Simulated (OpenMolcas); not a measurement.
5s² 5p² along the 50-electron sequence

```
Program             : OpenMolcas
Method              : MS-CASPT2, IPEA 0.25 Eh, imaginary shift 0.1 Eh
Basis               : ANO-RCC-VTZP
Scalar Hamiltonian  : DKH2, point nucleus
Spin-orbit coupling : RASSI with atomic mean-field integrals over the reference wave functions, term energies averaged over their components
```

Active space for each ion: 4 electrons in 4 orbitals (5s 5p); closed shells correlated by CASPT2: 4d.

Computed levels in cm-1 above ³P₀:

| Level | Te2+ | I3+ | Xe4+ |
| --- | --- | --- | --- |
| ³P₁ | 4150 | 6020 | 7960 |
| ³P₂ | 7340 | 9960 | 12610 |
| ¹D₂ | 16080 | 20830 | 25840 |
| ¹S₀ | 29820 | 36290 | 43060 |
| weight of ³P in the lowest level (%) | 94 | 93 | 91 |

Mixed levels, with the weight of the term that names them: I3+ ³P₂ (75 %), I3+ ¹D₂ (75 %), Xe4+ ³P₂ (71 %), Xe4+ ¹D₂ (71 %).

Measured, with the error of the calculation in %. Measured levels: Te2+ from the list in Zhang, Palmeri, Quinet and Biemont, Astron. Astrophys. 551, A136 (2013); Xe4+ from Saloman, J. Phys. Chem. Ref. Data 33, 765 (2004).

```tsv
Level	Te2+	Xe4+
³P₁	4757 (-12.7)	9292 (-14.4)
³P₂	8167 (-10.1)	14127 (-10.7)
¹D₂	17360 (-7.4)	28411 (-9.1)
¹S₀	30398 (-1.9)	44470 (-3.2)
```

The fine-structure level ³P₂ changes by a factor of 1.72 from Te2+ to Xe4+. Its fourth root runs 9.26, 9.99, 10.60, with steps per unit of Z of 0.73, 0.61; equal steps would mean a (Z - σ)^4 law with constant σ.

¹D₂ changes by a factor of 1.61 over the same range, with steps per unit of Z of +4750, +5010 cm-1.

CASPT2 does not keep the components of a term degenerate, so their means are used; among the terms shown or strongly mixed into the levels shown the widest spread is 200 cm-1 (5s² 5p² ¹D, Te2+). Over all roots computed the reference weight is 0.82 to 0.94 in Te2+, 0.83 to 0.94 in I3+, 0.83 to 0.95 in Xe4+; the roots of lowest weight are the least certain, and an intruder state may touch them. Terms from blocks run as CI alone lack orbitals of their own. Computed and measured levels are paired by configuration, term and J; levels that our copy of the source lacks, or whose pairing is in doubt (as where it misses far off the trend of its configuration), stay unpaired and out of the deviations. Levels of configurations outside the active space are missing.
